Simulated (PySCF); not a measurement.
B3LYP has the VWN-RPA correlation part, as in Gaussian. Excitations are Tamm–Dancoff values on a coarser integration grid. The basis has no diffuse functions, so Rydberg states are missing or too high.

Cartesian coordinates (Å):
```xyz
8

O     -1.4475    -1.2151    -0.3452
Sn     0.0107     0.0001     0.0818
O      1.6826    -0.6434    -0.6772
O     -0.3880     1.7969    -0.5497
F      0.2059     0.0651     1.9977
H     -2.2832    -0.9644     0.0660
H      1.9623    -1.4919    -0.3135
H      0.2572     2.4526    -0.2597
```
Charge 0, spin multiplicity 1.

**Question.** What HOMO–LUMO gap, S1 oscillator strength, S1 excitation (TDA), T1 excitation (TDA), dipole moment, HOMO, total energy and brightest of the four lowest singlets (TDA) does PySCF with B3LYP-D3(BJ)/def2-TZVP give?

**Answer.** 
| Property | Value |
|---|---|
| HOMO–LUMO gap | 6.73 eV |
| S1 oscillator strength | 0.016 |
| S1 excitation (TDA) | 5.49 eV |
| T1 excitation (TDA) | 5.00 eV |
| dipole moment | 0.29 D |
| HOMO | -9.29 eV |
| total energy | -14746.94 eV |
| brightest of the four lowest singlets (TDA) | 6.67 eV |
